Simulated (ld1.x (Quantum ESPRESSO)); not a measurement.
# Reading a pseudo-wave (lithium)

Columns: radius, all-electron u(r) and pseudo u(r) of the 2p shell (level -1.09 eV) of lithium in the configuration [He] 2s1 2p0; revPBE, scalar-relativistic, TM semilocal scheme, ld1.x (Quantum ESPRESSO) 7.5.

```
r (bohr)  all-electron  pseudo
   0.210        0.0150  0.0060
   0.420        0.0467  0.0236
   0.630        0.0843  0.0514
   0.840        0.1233  0.0875
   1.050        0.1616  0.1294
   1.260        0.1981  0.1740
   1.470        0.2322  0.2187
   1.680        0.2633  0.2609
   1.890        0.2926  0.2988
   2.100        0.3211  0.3313
   2.310        0.3470  0.3582
   2.520        0.3696  0.3797
   2.730        0.3889  0.3966
   2.940        0.4046  0.4096
   3.150        0.4167  0.4194
   3.360        0.4253  0.4265
   3.570        0.4306  0.4309
   3.780        0.4328  0.4328
   3.990        0.4321  0.4321
   4.200        0.4289  0.4289
   4.410        0.4237  0.4237
   4.620        0.4167  0.4167
   4.830        0.4084  0.4084
   5.040        0.3990  0.3990
   5.250        0.3889  0.3889
   5.460        0.3782  0.3782
```

Q: How many radial nodes do the two functions have?

A: The all-electron 2p function has n − l − 1 = 0; the pseudo-wave has 0.

Q: At about which radius was the pseudo-wave matched?

A: 4.20 bohr. The columns agree to 0.0005 from 3.57 bohr on; several derivatives are matched, so the curves merge somewhat inside the radius.

Q: Where does each function peak?

A: Outermost all-electron maximum near 3.78 bohr, pseudo maximum near 3.78 bohr (to the table’s step).

Q: Is the pseudo-wave norm-conserving?

A: Yes: the TM semilocal scheme keeps the norm inside the radius equal to the all-electron one, which fixes the energy derivative of the logarithmic derivative at the level.
